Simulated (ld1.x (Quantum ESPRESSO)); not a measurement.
Ru, TM: configuration errors across variants

ruthenium, norm-conserving Troullier–Martins (Kleinman–Bylander form), made with ld1.x (Quantum ESPRESSO) 7.5 (LDA (PZ), scalar-relativistic). Core [Kr], reference 4d7 5s0 5p1. Waves: 5s (bound, empty): rc 2.80 bohr; 5p (bound): rc 3.05 bohr; 4d (bound): rc 2.00 bohr. Local part: all-electron potential smoothed inside 1.75 bohr (lloc = -1). Core correction: none.

All-electron excitation energies from the reference (eV): (1) 4d7 5s1 5p0 -3.585; (2) 4d7 5s0 5p0 4.029; (3) 4d6 5s0 5p0 22.466; (4) 4d5 5s0 5p0 53.315; (5) 4d7.5 5s0.5 5p0 -3.866; (6) 4d8 5s0 5p0 -3.852; (7) 4d7 5s0 5p1 spin -1.482; (8) 4d7 5s1 5p0 spin -5.234.

Spin tests fill each open shell by Hund’s rule, majority spin first.

Tests that are not counted but printed errors over 1 eV. “base”: 4d6 5s1 5p1 (solver errors, printed error -2.4 eV). “all radii scaled by about 1.23 (s 3.44, p 3.74, d 2.46 bohr); local potential all-electron potential smoothed inside 2.14 bohr (lloc = -1)”: 4d6 5s1 5p1 (solver errors, printed error -412 eV). “all radii scaled by about 1.29 (s 3.62, p 3.94, d 2.58 bohr); local potential all-electron potential smoothed inside 2.26 bohr (lloc = -1)”: 4d7 5s1 5p0 (solver errors, printed error -429 eV); 4d6 5s1 5p1 (solver errors, printed error -427 eV).

A true bound ghost makes a file unfit for plane-wave use even where its test errors are small: the radial tests pick states by their node count and pass the ghost by. Where a test does run into it, the solver fails or the error is huge.

Errors AE − PS in meV (a dash: test not solved or not reliable):

```csv
change,(1),(2),(3),(4),(5),(6),(7),(8),bound ghosts
base,+2.0,-2.7,+9.6,-64,-5.3,-25,+1011,+1045,s
"all radii scaled by about 0.78 (s 2.18, p 2.38, d 1.56 bohr); local potential all-electron potential smoothed inside 1.36 bohr (lloc = -1)",+2.2,-1.5,+3.1,-80,-0.5,-16,+1013,+1049,"s, p"
"all radii scaled by about 0.84 (s 2.36, p 2.56, d 1.68 bohr); local potential all-electron potential smoothed inside 1.46 bohr (lloc = -1)",+2.1,-2.3,+7.1,-70,-1.8,-20,+1010,+1047,"s, p"
"all radii scaled by about 1.13 (s 3.16, p 3.44, d 2.26 bohr); local potential all-electron potential smoothed inside 1.98 bohr (lloc = -1)",+1.9,-2.5,+3.6,-70,-8.9,-25,+994,+1038,s
"all radii scaled by about 1.23 (s 3.44, p 3.74, d 2.46 bohr); local potential all-electron potential smoothed inside 2.14 bohr (lloc = -1)",-0.7,-2.3,-3.4,-71,-22,-23,+981,+1031,s
"all radii scaled by about 1.29 (s 3.62, p 3.94, d 2.58 bohr); local potential all-electron potential smoothed inside 2.26 bohr (lloc = -1)",–,-2.3,-9.0,-66,–,-21,+969,+1030,s
"all radii scaled by about 1.37 (s 3.84, p 4.18, d 2.74 bohr); local potential all-electron potential smoothed inside 2.40 bohr (lloc = -1)",+0.1,-2.6,-17,-38,-8.4,-14,+946,+1004,none
```

(1) Give the same row for: all radii scaled by about 0.95 (s 2.66, p 2.90, d 1.90 bohr); local potential all-electron potential smoothed inside 1.66 bohr (lloc = -1).

Results:

(1) +2.1, -2.8, +10, -63, -4.1, -24, –, +1046; bound ghosts: s, p. Not counted: 4d6 5s1 5p1 (solver errors, printed error -2.4 eV); 4d7 5s0 5p1 (spin-polarised) (solver errors, printed error -1.1 eV).
